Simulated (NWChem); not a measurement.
System: C6H6N, doublet; SMILES [NH]c1ccccc1

Here is an NWChem input.

```
start job
memory heap 200 mb stack 900 mb global 1100 mb
geometry units angstroms noautosym nocenter noautoz
  N     -0.083983    -2.363577     0.000000
  C     -0.006388    -1.025239     0.000000
  C     -1.234020    -0.283291     0.000000
  C     -1.230094     1.099745     0.000000
  C     -0.014583     1.805381     0.000000
  C      1.205250     1.107396     0.000000
  C      1.217813    -0.276166     0.000000
  H      0.866599    -2.755017     0.000000
  H     -2.157837    -0.853294     0.000000
  H     -2.169698     1.645652     0.000000
  H     -0.016917     2.891647     0.000000
  H      2.141807     1.658802     0.000000
  H      2.160359    -0.819738     0.000000
end
basis spherical
  * library def2-svp
end
dft
  odft
  mult 2
  xc xpbe96 cpbe96
  iterations 150
end
cosmo
  do_cosmo_smd true
  solvent toluene
end
task dft energy
```

NWChem printed, in part:

```
             Northwest Computational Chemistry Package (NWChem) 7.3.0
             --------------------------------------------------------

                             Geometry "geometry" -> ""
                             -------------------------

 Output coordinates in angstroms (scale by  1.889725989 to convert to a.u.)

  No.       Tag          Charge          X              Y              Z
 ---- ---------------- ---------- -------------- -------------- --------------
    1 N                    7.0000    -0.08398300    -2.36357700     0.00000000
    2 C                    6.0000    -0.00638800    -1.02523900     0.00000000
    3 C                    6.0000    -1.23402000    -0.28329100     0.00000000
    4 C                    6.0000    -1.23009400     1.09974500     0.00000000
    5 C                    6.0000    -0.01458300     1.80538100     0.00000000
    6 C                    6.0000     1.20525000     1.10739600     0.00000000
    7 C                    6.0000     1.21781300    -0.27616600     0.00000000
    8 H                    1.0000     0.86659900    -2.75501700     0.00000000
    9 H                    1.0000    -2.15783700    -0.85329400     0.00000000
   10 H                    1.0000    -2.16969800     1.64565200     0.00000000
   11 H                    1.0000    -0.01691700     2.89164700     0.00000000
   12 H                    1.0000     2.14180700     1.65880200     0.00000000
   13 H                    1.0000     2.16035900    -0.81973800     0.00000000

 Effective nuclear repulsion energy (a.u.)     260.5355003098

  pbe96 is a nonlocal functional; adding pw91lda local functional.

                                 NWChem DFT Module
                                 -----------------

 Summary of "ao basis" -> "ao basis" (spherical)
 ------------------------------------------------------------------------------
       Tag                 Description            Shells   Functions and Types
 ---------------- ------------------------------  ------  ---------------------
 N                          def2-svp                 6       14   3s2p1d
 C                          def2-svp                 6       14   3s2p1d
 H                          def2-svp                 3        5   2s1p

 in cosmo_initialize ...
 calling solv_data for solv:toluene

 solvent parameters
 solvname_short: toluene
 solvname_long:  toluene
 dielec:        2.3741
 dielecinf:     2.2383
 nonaqueous SMD model solvent descriptors
 dielec:        2.3741
 sola:          0.0000
 solb:          0.1400
 solc:          0.8570
 solg:         40.2000
 solh:          0.0000
 soln:          1.4961

          ---------------
          -cosmo- solvent
          ---------------
 Cosmo: York-Karplus, doi: 10.1021/jp992097l
 dielectric constant -eps-     =   2.37
 screen = (eps-1)/(eps    )    =   0.57879
 surface charge correction     = lagrangian

   van der Waals surface
 --------------------------

 ---------- ATOMIC COORDINATES (A.U.) ------------ VDWR(ANG.) --
     1   -0.15870486   -4.46651288    0.00000000     1.890
     2   -0.01207157   -1.93742078    0.00000000     1.850
     3   -2.33195966   -0.53534237    0.00000000     1.850
     4   -2.32454060    2.07821671    0.00000000     1.850
     5   -0.02755787    3.41167539    0.00000000     1.850
     6    2.27759225    2.09267500    0.00000000     1.850
     7    2.30133288   -0.52187807    0.00000000     1.850
     8    1.63763465   -5.20622722    0.00000000     1.200
     9   -4.07772066   -1.61249185    0.00000000     1.200
    10   -4.10013470    3.10983135    0.00000000     1.200
    11   -0.03196849    5.46442049    0.00000000     1.200
    12    4.04742835    3.13468125    0.00000000     1.200
    13    4.08248655   -1.54908020    0.00000000     1.200
 number of segments per atom =        128
 number of   points per atom =        128
 atom (   nspa,  nppa )
 ----------------------
    1 (     82,     0 )       0
    2 (     28,     0 )       0
    3 (     46,     0 )       0
    4 (     50,     0 )       0
    5 (     44,     0 )       0
    6 (     50,     0 )       0
    7 (     48,     0 )       0
    8 (     46,     0 )       0
    9 (     54,     0 )       0
   10 (     54,     0 )       0
   11 (     48,     0 )       0
   12 (     54,     0 )       0
   13 (     54,     0 )       0
 number of -cosmo- surface points =      658
 molecular surface =    133.368 angstrom**2
 molecular volume  =    109.726 angstrom**3
 -lineq- algorithm             =   0
 -bem- low  level              =   3
 -bem- from -octahedral-
 gaussian surface charge width =   4.50000
 degree of switching           =   1.00000
 switching function tolerance  =   0.00010
 atomic radii =
 --------------
    1  7.000  1.890
    2  6.000  1.850
    3  6.000  1.850
    4  6.000  1.850
    5  6.000  1.850
    6  6.000  1.850
    7  6.000  1.850
    8  1.000  1.200
    9  1.000  1.200
   10  1.000  1.200
   11  1.000  1.200
   12  1.000  1.200
   13  1.000  1.200
 ...... end of -cosmo- initialization ......

 nat:                    13
 ixmem:                  9153
 calling mnsol_interface()
 G(SMD-CDS) energy (kcal/mol)  =    -2.076
 SMD-CDS SASA (angstrom**2)    =   155.825

            General Information
            -------------------
          SCF calculation type: DFT
          Wavefunction type:  spin polarized.
          No. of atoms     :    13
          No. of electrons :    49
           Alpha electrons :    25
            Beta electrons :    24
          Charge           :     0
          Spin multiplicity:     2
          Use of symmetry is: off; symmetry adaption is: off
          Maximum number of iterations: 150
          AO basis - number of functions:   128
                     number of shells:    60
          Convergence on energy requested:  1.00D-06
          Convergence on density requested:  1.00D-05
          Convergence on gradient requested:  5.00D-04

              XC Information
              --------------
          PerdewBurkeErnzerhof Exchange Functional  1.000
            Perdew 1991 LDA Correlation Functional  1.000 local
           PerdewBurkeErnz. Correlation Functional  1.000 non-local

[...]

                                COSMO-SMD solvation results
                                ---------------------------

             internal energy in gas <Psi(g)|H|Psi(g)> =      -286.305298751380
         internal energy in solvent <Psi(s)|H|Psi(s)> =      -286.380600092203
                               delta internal energy  =        -0.075301340823 (  -47.25 kcal/mol)
   total free energy in solvent <Psi(s)|H+V/2|Psi(s)> =      -286.386623965720
 polarization energy contribution <Psi(s)|V/2|Psi(s)> =        -0.006023873516 (   -3.78 kcal/mol)
    total free energy in solvent including G(SMD-CDS) =      -286.389932300601
                       G(SMD-CDS) energy contribution =        -0.003308334881 (   -2.08 kcal/mol)
     1 M fixed-concentration free energy of solvation =        -0.084633549221 (  -53.11 kcal/mol)

                    DFT Final Alpha Molecular Orbital Analysis
                    ------------------------------------------

 Vector   23  Occ=1.000000D+00  E=-2.480552D-01
              MO Center= -1.6D-02,  3.6D-01,  1.4D-06, r^2= 3.0D+00
   Bfn.  Coefficient  Atom+Function         Bfn.  Coefficient  Atom+Function
  ----- ------------  ---------------      ----- ------------  ---------------
    90     -0.322594   7 C  pz               34      0.316226   3 C  pz
    48      0.297014   4 C  pz               76     -0.287795   6 C  pz
    93     -0.216943   7 C  pz               37      0.209272   3 C  pz
    51      0.193251   4 C  pz               79     -0.186848   6 C  pz

 Vector   24  Occ=1.000000D+00  E=-2.322988D-01
              MO Center= -1.4D-01, -2.1D+00, -2.1D-05, r^2= 1.9D+00
   Bfn.  Coefficient  Atom+Function         Bfn.  Coefficient  Atom+Function
  ----- ------------  ---------------      ----- ------------  ---------------
     4      0.435231   1 N  px                3      0.314415   1 N  s
     7     -0.274085   1 N  px                5      0.238680   1 N  py
    87      0.239329   7 C  s                31     -0.233879   3 C  s
     2      0.214242   1 N  s                99     -0.202395   8 H  s
     8     -0.197729   1 N  py               89     -0.135467   7 C  py

 Vector   25  Occ=1.000000D+00  E=-1.863783D-01
              MO Center= -3.5D-02, -5.8D-01,  5.4D-05, r^2= 4.1D+00
   Bfn.  Coefficient  Atom+Function         Bfn.  Coefficient  Atom+Function
  ----- ------------  ---------------      ----- ------------  ---------------
     6      0.411512   1 N  pz                9     -0.334603   1 N  pz
    62     -0.313306   5 C  pz               34      0.265924   3 C  pz
    90      0.260458   7 C  pz               65     -0.253363   5 C  pz
    37      0.212890   3 C  pz               93      0.210731   7 C  pz
    20      0.116185   2 C  pz               76     -0.050749   6 C  pz

 Vector   26  Occ=0.000000D+00  E=-5.131117D-02
              MO Center=  6.2D-03,  4.6D-01,  1.9D-07, r^2= 3.4D+00
   Bfn.  Coefficient  Atom+Function         Bfn.  Coefficient  Atom+Function
  ----- ------------  ---------------      ----- ------------  ---------------
    79      0.443468   6 C  pz               37      0.415906   3 C  pz
    51     -0.415401   4 C  pz               93     -0.406134   7 C  pz
    76      0.350463   6 C  pz               34      0.330039   3 C  pz
    48     -0.330530   4 C  pz               90     -0.317682   7 C  pz
    69     -0.032513   5 C  d  1             27      0.030028   2 C  d  1

 Vector   27  Occ=0.000000D+00  E=-2.825624D-02
              MO Center= -3.8D-02,  1.5D-01, -3.6D-06, r^2= 4.0D+00
   Bfn.  Coefficient  Atom+Function         Bfn.  Coefficient  Atom+Function
  ----- ------------  ---------------      ----- ------------  ---------------
    65      0.481548   5 C  pz               23      0.461766   2 C  pz
    20      0.412595   2 C  pz               62      0.357731   5 C  pz
    51     -0.323899   4 C  pz                9     -0.301945   1 N  pz
    79     -0.289336   6 C  pz                6      0.259997   1 N  pz
    48     -0.255712   4 C  pz               76     -0.229078   6 C  pz

 Vector   28  Occ=0.000000D+00  E= 4.202485D-02
              MO Center=  5.5D-01,  1.1D+00,  7.2D-08, r^2= 9.2D+00
   Bfn.  Coefficient  Atom+Function         Bfn.  Coefficient  Atom+Function
  ----- ------------  ---------------      ----- ------------  ---------------
   115      0.926935  11 H  s               120      0.900135  12 H  s
   125      0.869260  13 H  s                73     -0.751882   6 C  s
   110      0.724486  10 H  s                45     -0.631385   4 C  s
   105      0.554047   9 H  s                59     -0.526537   5 C  s
    64     -0.389083   5 C  py               87     -0.387792   7 C  s

                     DFT Final Beta Molecular Orbital Analysis
                     -----------------------------------------

 Vector   22  Occ=1.000000D+00  E=-2.719444D-01
              MO Center= -1.4D-02, -1.7D-02,  1.4D-05, r^2= 4.0D+00
   Bfn.  Coefficient  Atom+Function         Bfn.  Coefficient  Atom+Function
  ----- ------------  ---------------      ----- ------------  ---------------
    20      0.309264   2 C  pz               62     -0.297938   5 C  pz
     6     -0.272212   1 N  pz               76     -0.221517   6 C  pz
    48     -0.214719   4 C  pz               23      0.202711   2 C  pz
     9      0.186199   1 N  pz               65     -0.179760   5 C  pz
    79     -0.145919   6 C  pz               51     -0.139024   4 C  pz

 Vector   23  Occ=1.000000D+00  E=-2.403773D-01
              MO Center= -2.1D-02,  4.6D-01, -3.2D-07, r^2= 3.0D+00
   Bfn.  Coefficient  Atom+Function         Bfn.  Coefficient  Atom+Function
  ----- ------------  ---------------      ----- ------------  ---------------
    48      0.322248   4 C  pz               76     -0.313765   6 C  pz
    90     -0.292547   7 C  pz               34      0.288362   3 C  pz
    51      0.217485   4 C  pz               79     -0.211591   6 C  pz
    93     -0.195015   7 C  pz               37      0.188645   3 C  pz

 Vector   24  Occ=1.000000D+00  E=-2.209747D-01
              MO Center= -1.7D-01, -2.2D+00, -1.0D-03, r^2= 1.8D+00
   Bfn.  Coefficient  Atom+Function         Bfn.  Coefficient  Atom+Function
  ----- ------------  ---------------      ----- ------------  ---------------
     4      0.433178   1 N  px                3      0.323475   1 N  s
     7     -0.280126   1 N  px               87      0.242480   7 C  s
     5      0.239527   1 N  py               31     -0.235998   3 C  s
     2      0.220539   1 N  s                 8     -0.203873   1 N  py
    99     -0.199899   8 H  s                19      0.131701   2 C  py

 Vector   25  Occ=0.000000D+00  E=-1.467890D-01
              MO Center= -2.9D-02, -7.6D-01,  9.8D-04, r^2= 4.2D+00
   Bfn.  Coefficient  Atom+Function         Bfn.  Coefficient  Atom+Function
  ----- ------------  ---------------      ----- ------------  ---------------
     6      0.420935   1 N  pz                9     -0.362442   1 N  pz
    62     -0.290655   5 C  pz               65     -0.259494   5 C  pz
    90      0.258858   7 C  pz               34      0.256531   3 C  pz
    93      0.230381   7 C  pz               37      0.225858   3 C  pz
    20      0.042329   2 C  pz               25      0.035308   2 C  d -1

 Vector   26  Occ=0.000000D+00  E=-4.303944D-02
              MO Center= -6.2D-03,  3.6D-01, -4.6D-07, r^2= 3.5D+00
   Bfn.  Coefficient  Atom+Function         Bfn.  Coefficient  Atom+Function
  ----- ------------  ---------------      ----- ------------  ---------------
    37      0.438773   3 C  pz               79      0.426636   6 C  pz
    93     -0.428564   7 C  pz               51     -0.402716   4 C  pz
    34      0.343637   3 C  pz               76      0.330485   6 C  pz
    90     -0.330971   7 C  pz               48     -0.314202   4 C  pz
    27      0.032869   2 C  d  1             69     -0.029722   5 C  d  1

 Vector   27  Occ=0.000000D+00  E=-1.270609D-02
              MO Center= -3.5D-02,  7.6D-02, -6.2D-06, r^2= 4.3D+00
   Bfn.  Coefficient  Atom+Function         Bfn.  Coefficient  Atom+Function
  ----- ------------  ---------------      ----- ------------  ---------------
    65      0.504825   5 C  pz               23      0.430761   2 C  pz
    20      0.386574   2 C  pz               62      0.360396   5 C  pz
     9     -0.351521   1 N  pz               51     -0.319365   4 C  pz
     6      0.293894   1 N  pz               79     -0.291764   6 C  pz
    48     -0.246582   4 C  pz               76     -0.225775   6 C  pz

   alpha - beta orbital overlaps
   -----------------------------

   alpha      1      2      3      4      5      6      7      8      9     10
    beta      1      2      3      6      4      5      7      8      9     10
 overlap   1.000  1.000  0.997  0.993  0.992  0.753  0.754  0.995  0.995  1.000

   alpha     11     12     13     14     15     16     17     18     19     20
    beta     11     12     13     14     15     16     17     18     19     20
 overlap   0.999  1.000  0.999  0.999  0.999  0.998  0.814  0.813  0.995  1.000

   alpha     21     22     23     24     25     26     27     28     29     30
    beta     21     22     23     24     25     26     27     28     29     30
 overlap   0.999  0.986  0.998  0.999  0.990  0.998  0.994  0.999  0.997  0.998

   alpha     31     32     33     34     35     36     37     38     39     40
    beta     32     31     33     34     35     36     37     38     39     40
 overlap   0.999  0.999  0.999  0.999  0.999  0.994  0.993  0.998  0.999  0.999

[...]
```

Level: PBE/def2-SVP, spin-unrestricted, SMD on the gas-phase geometry. In the optimisation the excess spin sits in a" (Cs, its own frame). All runs use the structure optimised with B3LYP/6-31G* (spherical d), spin-unrestricted. No stability test was run on the SCF state. Solvent: toluene.
